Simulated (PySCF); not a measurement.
C2H6BFN2.
SMILES with atom numbers: `[CH3:1][NH2+:2][B@H-:3]([F:4])[C:5]#[N:6]` (hydrogens: H7, H8, H9 on C1; H10, H11 on N2; H12 on B3)

Computed with PySCF 2.14.0, PBE0-D3(BJ)/def2-SVP geometry optimisation, gas phase.

List the bond lengths, angles and torsions at this level.

| bond | length (pm) | order |
| --- | --- | --- |
| C1–N2 | 146.9 | single |
| N2–B3 | 163.7 | single |
| B3–F4 | 138.5 | single |
| B3–C5 | 159.6 | single |
| C5≡N6 | 116.0 | triple |
| C1–H7, C1–H8, C1–H9 | 109.8 | single |
| N2–H10 | 102.3 | single |
| N2–H11 | 102.4 | single |
| B3–H12 | 122.4 | single |

Bonds in one row agree within 1 pm and their mean is given. Orders are formal, as drawn. A selection of angles:
| angle | degrees |
| --- | --- |
| N2–C1–H7 | 111.4 |
| N2–C1–H8 | 108.7 |
| H7–C1–H8 | 109.8 |
| H8–C1–H9 | 108.5 |
| C1–N2–B3 | 115.8 |
| C1–N2–H10 | 111.1 |
| C1–N2–H11 | 110.7 |
| B3–N2–H10 | 105.6 |
| B3–N2–H11 | 106.9 |
| H10–N2–H11 | 106.0 |
| N2–B3–F4 | 104.3 |
| N2–B3–C5 | 104.0 |
| N2–B3–H12 | 105.8 |
| F4–B3–C5 | 113.9 |
| F4–B3–H12 | 115.0 |
| C5–B3–H12 | 112.5 |
| B3–C5–N6 | 174.9 |

Torsions: C1–N2–B3–F4 -177° (antiperiplanar).

B3 (four-coordinate boron) is distorted tetrahedral (angles from 104.0° to 115.0°). Of the pairs four or more bonds apart, C5···H9 is among the closest relative to their van der Waals radii: 2.66 Å, 92 % of the sum of Bondi's values. The 2 C–N bonds span 1.160 Å (C5≡N6, drawn triple) to 1.469 Å (C1–N2, drawn single), a spread of 0.309 Å. N2 (nitrogen bonded to B, C and 2 H) is distorted tetrahedral (angles from 105.6° to 115.8°).

Point group: C1 (no symmetry element, even within 0.4 Å). No PBE0-D3(BJ)/def2-SVP frequencies stand behind this structure, so it isn't proved a minimum. One conformer, not necessarily the lowest.

Hardware: one thread, Arm Neoverse V1 (aarch64), no GPU, shared host with 64 logical CPUs at a one-minute load of 34. Cost: 64 s of wall time, 0.48 GiB resident at most. This is the geometry optimisation.
